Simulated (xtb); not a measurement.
iodoethane (C2H5I), singlet, geometry from GFN2-xTB, atoms displaced at random by about 0.05 Å a coordinate; xtb with GFN1-xTB.

Input for xtb:
```
$ xtb mol.xyz --gfn 1 --opt --input xcontrol --json

# file mol.xyz
8

C     -2.46038882    -0.39203006    -0.14509407
C     -1.02965368    -0.97469074    -0.44677760
I      0.62288243     0.26498768     0.10500720
H     -2.50732705    -0.09646552     0.80286553
H     -3.25774025    -0.93572869    -0.44065698
H     -2.51042311     0.61979751    -0.73761244
H     -0.92240366    -1.94820620     0.23830632
H     -0.94862940    -1.29396346    -1.49210319

# file xcontrol
$opt
  engine=inertial
$end
```

What the program printed (banner, timings and long lists left out):

```
   ID    Z sym.   atoms
    1    6 C      1, 2
    2   53 I      3
    3    1 H      4-8

           -------------------------------------------------
          |                Calculation Setup                |
           -------------------------------------------------

           -------------------------------------------------
          |                 G F N 1 - x T B                 |
           -------------------------------------------------

          ...................................................
          :                      SETUP                      :
          :.................................................:
          :  # basis functions                  28          :
          :  # atomic orbitals                  27          :
          :  # shells                           17          :
          :  # electrons                        20          :
          :  # halogen bonds                     0          :
          :  max. iterations                   250          :
          :  Hamiltonian                  GFN1-xTB          :
          :  restarted?                      false          :
          :  GBSA solvation                  false          :
          :  PC potential                    false          :
          :  electronic temp.          300.0000000     K    :
          :  accuracy                    1.0000000          :
          :  -> integral cutoff          0.2500000E+02      :
          :  -> integral neglect         0.1000000E-07      :
          :  -> SCF convergence          0.1000000E-05 Eh   :
          :  -> wf. convergence          0.2000000E-04 e    :
          :  Broyden damping             0.4000000          :
          :  net charge                          0          :
          :  unpaired electrons                  0          :
          ...................................................

 iter      E             dE          RMSdq      gap      omega  full diag
   1    -10.9272012 -0.109272E+02  0.727E+00    4.00       0.0  T
   2    -10.9518498 -0.246486E-01  0.417E+00    4.67       1.0  T
   3    -10.9506751  0.117474E-02  0.120E+00    4.45       1.0  T
   4    -10.9543747 -0.369958E-02  0.235E-01    4.63       1.0  T
   5    -10.9545120 -0.137346E-03  0.279E-02    4.62       1.3  T
   6    -10.9545136 -0.154076E-05  0.475E-03    4.62       7.4  T
   7    -10.9545136 -0.354234E-07  0.506E-04    4.62      69.9  T
   8    -10.9545136 -0.166326E-08  0.975E-05    4.62     362.7  T
   9    -10.9545136 -0.261249E-10  0.120E-05    4.62    2943.8  T

   *** convergence criteria satisfied after 9 iterations ***

         :::::::::::::::::::::::::::::::::::::::::::::::::::::
         ::                     SUMMARY                     ::
         :::::::::::::::::::::::::::::::::::::::::::::::::::::
         :: total energy             -10.843184313953 Eh    ::
         :: gradient norm              0.187696319110 Eh/a0 ::
         :: HOMO-LUMO gap              4.619152477031 eV    ::
         ::.................................................::
         :: SCC energy               -10.954513615339 Eh    ::
         :: -> electrostatic           0.000511172778 Eh    ::
         :: repulsion energy           0.113600235331 Eh    ::
         :: dispersion energy         -0.002270933946 Eh    ::
         :: halogen bond corr.         0.000000000000 Eh    ::
         :: add. restraining           0.000000000000 Eh    ::
         :: total charge               0.000000000000 e     ::
         :::::::::::::::::::::::::::::::::::::::::::::::::::::

      -----------------------------------------------------------
     |              Fast Inertial Relaxation Engine              |
      -----------------------------------------------------------

          ...................................................
          :                      SETUP                      :
          :.................................................:
[...]
 * total energy  :   -10.8682867 Eh     change    :  -0.1785602E-05 Eh
 * total energy  :   -10.8682887 Eh     change    :  -0.2035405E-05 Eh
 * total energy  :   -10.8682909 Eh     change    :  -0.2223280E-05 Eh
 * total energy  :   -10.8682932 Eh     change    :  -0.2318331E-05 Eh
 * total energy  :   -10.8682955 Eh     change    :  -0.2309143E-05 Eh
 * total energy  :   -10.8682978 Eh     change    :  -0.2228023E-05 Eh
 * total energy  :   -10.8682999 Eh     change    :  -0.2162453E-05 Eh
 * total energy  :   -10.8683021 Eh     change    :  -0.2218096E-05 Eh
 * total energy  :   -10.8683046 Eh     change    :  -0.2428928E-05 Eh
 * total energy  :   -10.8683072 Eh     change    :  -0.2661326E-05 Eh
 * total energy  :   -10.8683098 Eh     change    :  -0.2573547E-05 Eh
 * total energy  :   -10.8683115 Eh     change    :  -0.1721807E-05 Eh
   *** GEOMETRY OPTIMIZATION CONVERGED AFTER 66 CYCLES ***
         :: total energy             -10.868311532113 Eh    ::
[...]
          |                Property Printout                |
           -------------------------------------------------

    * Orbital Energies and Occupations

         #    Occupation            Energy/Eh            Energy/eV
      -------------------------------------------------------------
         1        2.0000           -0.8708543             -23.6972
         2        2.0000           -0.6490112             -17.6605
         3        2.0000           -0.6092825             -16.5794
         4        2.0000           -0.5514239             -15.0050
         5        2.0000           -0.5373954             -14.6233
         6        2.0000           -0.5056569             -13.7596
         7        2.0000           -0.4887657             -13.3000
         8        2.0000           -0.4655257             -12.6676
         9        2.0000           -0.4064191             -11.0592
        10        2.0000           -0.4053272             -11.0295 (HOMO)
        11                         -0.2378977              -6.4735 (LUMO)
        12                         -0.1271216              -3.4592
        13                         -0.1032207              -2.8088
        14                         -0.0871524              -2.3715
        15                         -0.0719462              -1.9578
        16                         -0.0648346              -1.7642
        17                         -0.0597461              -1.6258
        18                         -0.0412702              -1.1230
        19                         -0.0330427              -0.8991
        20                         -0.0195547              -0.5321
        21                          0.1326776               3.6103
       ...                                ...                  ...
        27                          0.4502652              12.2523
      -------------------------------------------------------------
                  HL-Gap            0.1674295 Eh            4.5560 eV
             Fermi-level           -0.3216125 Eh           -8.7515 eV

  Mulliken/CM5 charges         n(s)   n(p)   n(d)
     1C    -0.08418 -0.23621   1.010  3.074  0.000
     2C    -0.01143 -0.13718   1.046  2.965  0.000
     3I    -0.03567 -0.01964   1.993  5.056 -0.013
     4H     0.02716  0.07898   0.973  0.000  0.000
     5H     0.03074  0.08177   0.969  0.000  0.000
     6H     0.02697  0.07878   0.973  0.000  0.000
     7H     0.02321  0.07679   0.977  0.000  0.000
     8H     0.02320  0.07671   0.977  0.000  0.000

Wiberg/Mayer (AO) data.
largest (>0.10) Wiberg bond orders for each atom

 ---------------------------------------------------------------------------
     #   Z sym  total        # sym  WBO       # sym  WBO       # sym  WBO
 ---------------------------------------------------------------------------
     1   6 C    3.997 --     2 C    1.035     4 H    0.989     6 H    0.989
                             5 H    0.979
     2   6 C    3.987 --     1 C    1.035     7 H    0.994     8 H    0.994
                             3 I    0.963
     3  53 I    1.019 --     2 C    0.963
     4   1 H    1.013 --     1 C    0.989
     5   1 H    1.006 --     1 C    0.979
     6   1 H    1.014 --     1 C    0.989
     7   1 H    1.017 --     2 C    0.994
     8   1 H    1.017 --     2 C    0.994
 ---------------------------------------------------------------------------

Topologies differ in total number of bonds
Writing topology from bond orders to xtbtopo.mol

 dipole moment from electron density (au)
     X       Y       Z
  -0.2668  -0.1992  -0.0775  total (Debye):    0.869

optimized geometry written to: xtbopt.xyz

           -------------------------------------------------
          | TOTAL ENERGY              -10.868311532113 Eh   |
          | GRADIENT NORM               0.000533104351 Eh/α |
          | HOMO-LUMO GAP               4.555988375032 eV   |
           -------------------------------------------------

normal termination of xtb
```
